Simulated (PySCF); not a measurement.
Cl₂Ga, doublet, geometry from GFN2-xTB (such geometries of metal compounds can be far from the true shape) (the spin is typed, not shown lowest). Base run: DF-R2SCAN/6-31G in PySCF.

Here is a job for PySCF.
```python
from pyscf import gto, scf, dft

mol = gto.Mole()
mol.atom = '''
    Ga    0.38659548   -0.00516054    0.41651763
    Cl    1.00868342    0.30405887   -1.63943998
    Cl   -1.71365165   -0.29464847    0.87990784
'''
mol.basis = '6-31g'
mol.spin = 1
mol.verbose = 4
mol.build()

mf = dft.UKS(mol)
mf.xc = 'r2scan'
mf = mf.density_fit(auxbasis='def2-universal-jkfit')
mf.kernel()
mf.analyze()
```

Variants of this job, named by their change:

```csv
change,basis functions,E (Eh),HOMO (eV),dipole (D),core-seconds (rough)
base,53,-2844.84259,-6.57,2.25,10
basis = STO-3G,___,___,___,___,20
basis = pc-1,63,-2845.17886,-6.53,1.87,10
basis = def2-SVP,68,-2844.73813,-6.31,1.63,10
basis = 6-31G**,68,___,-6.49,1.72,10
basis = cc-pV(D+d)Z,73,-2845.24050,-6.40,1.72,10
basis = aug-cc-pVDZ,___,___,-6.49,1.72,20
basis = cc-pVTZ,111,___,___,1.69,20
basis = pc-2,111,-2845.34919,-6.45,1.76,20
basis = def2-TZVPP,132,-2845.29465,-6.40,1.69,20
basis = def2-TZVPD,146,-2845.29587,-6.43,1.71,30
basis = aug-cc-pVTZ,159,-2845.34384,-6.45,1.71,40
basis = def2-QZVP,215,-2845.36502,-6.43,1.70,50
```

Task: Fill in the missing entries.

Result: 
- basis = STO-3G, basis functions: 36
- basis = STO-3G, E (Eh): -2812.77403
- basis = STO-3G, HOMO (eV): -3.90
- basis = STO-3G, dipole (D): 0.35
- basis = 6-31G**, E (Eh): -2844.94518
- basis = aug-cc-pVDZ, basis functions: 90
- basis = aug-cc-pVDZ, E (Eh): -2845.24470
- basis = cc-pVTZ, E (Eh): -2845.34229
- basis = cc-pVTZ, HOMO (eV): -6.41

Totals compare only among sets that treat the same electrons; sets with core potentials leave the core out.

Open shells are given as the SCF converged; they aren't shown to be the lowest states, and a large step between rows can be another state.
